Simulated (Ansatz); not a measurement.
Ag3⁻. Total charge -1; singlet. Geometry PBE-D4/def2-TZVPD.

| atom | x (Å) | y (Å) | z (Å) |
| --- | --- | --- | --- |
| Ag1 | -0.127 | 1.823 | 1.926 |
| Ag2 | 0.122 | -1.819 | -1.929 |
| Ag3 | 0.006 | -0.004 | 0.004 |

In the def2 sets Ag takes a core potential; there is no spin–orbit coupling. The structure comes from a short search, and lower isomers may exist.

(1) Estimate the orbital energies around the gap (eV) in Ansatz with r2SCAN-D4/def2-TZVPD, r2SCANh-D4/def2-TZVPD, PBE0-D4/def2-SVPD, PBE0-D4/def2-TZVPD, ωB97X-V/def2-TZVPD.

## Answers

(1) 
```json
{"orbital": "HOMO−5", "r2SCAN-D4/def2-TZVPD": "-2.61", "r2SCANh-D4/def2-TZVPD": "-3.31", "PBE0-D4/def2-SVPD": "-4.20", "PBE0-D4/def2-TZVPD": "-4.17", "ωB97X-V/def2-TZVPD": "-6.58"}
{"orbital": "HOMO−4", "r2SCAN-D4/def2-TZVPD": "-2.27", "r2SCANh-D4/def2-TZVPD": "-2.95", "PBE0-D4/def2-SVPD": "-3.81", "PBE0-D4/def2-TZVPD": "-3.78", "ωB97X-V/def2-TZVPD": "-6.16"}
{"orbital": "HOMO−3", "r2SCAN-D4/def2-TZVPD": "-2.27", "r2SCANh-D4/def2-TZVPD": "-2.95", "PBE0-D4/def2-SVPD": "-3.81", "PBE0-D4/def2-TZVPD": "-3.78", "ωB97X-V/def2-TZVPD": "-6.16"}
{"orbital": "HOMO−2", "r2SCAN-D4/def2-TZVPD": "-2.12", "r2SCANh-D4/def2-TZVPD": "-2.77", "PBE0-D4/def2-SVPD": "-3.59", "PBE0-D4/def2-TZVPD": "-3.56", "ωB97X-V/def2-TZVPD": "-5.93"}
{"orbital": "HOMO−1", "r2SCAN-D4/def2-TZVPD": "-1.24", "r2SCANh-D4/def2-TZVPD": "-1.51", "PBE0-D4/def2-SVPD": "-1.76", "PBE0-D4/def2-TZVPD": "-1.79", "ωB97X-V/def2-TZVPD": "-3.63"}
{"orbital": "HOMO", "r2SCAN-D4/def2-TZVPD": "-0.34", "r2SCANh-D4/def2-TZVPD": "-0.52", "PBE0-D4/def2-SVPD": "-0.65", "PBE0-D4/def2-TZVPD": "-0.68", "ωB97X-V/def2-TZVPD": "-2.18"}
{"orbital": "LUMO", "r2SCAN-D4/def2-TZVPD": "1.59", "r2SCANh-D4/def2-TZVPD": "1.80", "PBE0-D4/def2-SVPD": "2.06", "PBE0-D4/def2-TZVPD": "2.06", "ωB97X-V/def2-TZVPD": "3.51"}
{"orbital": "LUMO+1", "r2SCAN-D4/def2-TZVPD": "2.72", "r2SCANh-D4/def2-TZVPD": "2.89", "PBE0-D4/def2-SVPD": "3.00", "PBE0-D4/def2-TZVPD": "3.04", "ωB97X-V/def2-TZVPD": "4.41"}
{"orbital": "LUMO+2", "r2SCAN-D4/def2-TZVPD": "2.72", "r2SCANh-D4/def2-TZVPD": "2.89", "PBE0-D4/def2-SVPD": "3.00", "PBE0-D4/def2-TZVPD": "3.04", "ωB97X-V/def2-TZVPD": "4.41"}
{"orbital": "LUMO+3", "r2SCAN-D4/def2-TZVPD": "3.41", "r2SCANh-D4/def2-TZVPD": "3.59", "PBE0-D4/def2-SVPD": "3.58", "PBE0-D4/def2-TZVPD": "3.65", "ωB97X-V/def2-TZVPD": "5.06"}
{"orbital": "LUMO+4", "r2SCAN-D4/def2-TZVPD": "3.63", "r2SCANh-D4/def2-TZVPD": "3.78", "PBE0-D4/def2-SVPD": "3.77", "PBE0-D4/def2-TZVPD": "3.85", "ωB97X-V/def2-TZVPD": "5.23"}
{"orbital": "LUMO+5", "r2SCAN-D4/def2-TZVPD": "3.63", "r2SCANh-D4/def2-TZVPD": "3.78", "PBE0-D4/def2-SVPD": "3.77", "PBE0-D4/def2-TZVPD": "3.85", "ωB97X-V/def2-TZVPD": "5.23"}
```
